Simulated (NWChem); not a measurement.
Molecule: CH₅GeNOSi; SMILES [N]1=CO[SiH2][GeH2]1

```xyz
10

C      1.4849     1.0221     0.0000
N      1.5367    -0.2417     0.0000
Ge    -0.1396    -1.0812     0.0000
Si    -1.1653     1.0628     0.0000
O      0.3834     1.8143     0.0000
H      2.3988     1.6390     0.0000
H     -0.2828    -1.9464     1.2602
H     -0.2828    -1.9464    -1.2602
H     -1.8934     1.5086    -1.2204
H     -1.8934     1.5086     1.2204
```
Atoms are numbered in this order, from 1.

All runs: NWChem. Medium grid unless said otherwise, to which SCAN and Minnesota functionals are sensitive. Coordinates come from a PBE0/def2-SVP optimisation.

Order these by “orbital gap (eV)”, lowest first: B3LYP/def2-TZVP; PBE0/def2-TZVP; r2SCAN/def2-TZVP; LDA (Slater exchange, VWN5)/def2-TZVP.

LDA (Slater exchange, VWN5)/def2-TZVP (4.68), r2SCAN/def2-TZVP (5.25), B3LYP/def2-TZVP (6.38), PBE0/def2-TZVP (6.81)
